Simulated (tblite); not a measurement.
C5H10AlFS.
Geometry (GFN2-xTB, Å), atoms numbered from 1 in this order:
```xyz
18
C5H10AlFS angstrom
C      2.8454    0.0420    0.7051
C      1.7110    0.1466   -0.1780
C      0.7684    0.1932   -0.9205
C     -0.3950    0.3100   -1.7546
S     -1.9602    0.3165   -0.7714
Al    -1.4718   -1.7591    0.6841
C     -1.4923    1.3398    0.6346
F     -0.9584    0.5592    1.6207
H      3.2289    1.0327    0.9464
H      2.5335   -0.4562    1.6226
H      3.6333   -0.5433    0.2330
H     -0.3849    1.2306   -2.3421
H     -0.4947   -0.5528   -2.4155
H     -1.6106   -2.5371   -0.6765
H     -0.0650   -1.8170    1.3427
H     -2.7585   -1.3827    1.5032
H     -0.7404    2.0777    0.3457
H     -2.3974    1.8065    1.0300
```

Computed with GFN2-xTB (tblite): harmonic, unscaled wavenumbers at the GFN2-xTB geometry, gas phase. This tight-binding method is rough: wavenumbers can miss measured ones by several per cent, in bad cases by 10 to 20. Modes of hydrogen on aluminium can be 10 to 20 % off. One conformer, not necessarily the lowest. The optimisation stopped once no atom felt more than 0.01 eV/Å.

Lowest wavenumbers of the output (negative numbers stand for imaginary wavenumbers):
```
mode    cm-1
  1     -42.6
  2      44.0
  3      55.3
  4      71.0
  5     104.1
  6     107.9
  7     199.7
  8     204.4
  9     238.9
 10     246.1
 11     277.9
 12     290.7
 13     357.8
 14     417.6
 15     512.1
```

Q: Is this structure a minimum?

A: Not by this Hessian. 1 mode is imaginary beyond 20i (43i cm⁻¹), so at this level the point lies at or near a first-order saddle. The curvature is small, so loose convergence or finite differences may be the whole cause.

Q: Which atoms move in the imaginary mode?

A: 43i: Al6 (aluminium bonded to S and 3 H) 42 %, C1 (propargylic carbon) 15 %. These are shares of the mass-weighted motion.

Q: What is the remedy?

A: Step along that mode in both directions, optimise again with tighter thresholds and repeat the frequencies. The zero-point energy of this point (77.6 kcal/mol) counts the 47 real modes alone, and thermal corrections from it aren't those of a minimum.

Hardware: one thread of an Arm Neoverse N1, no GPU, shared host with 64 logical CPUs at a one-minute load of 56. Cost: 1.2 s. This covers the Hessian and the dipole derivatives.
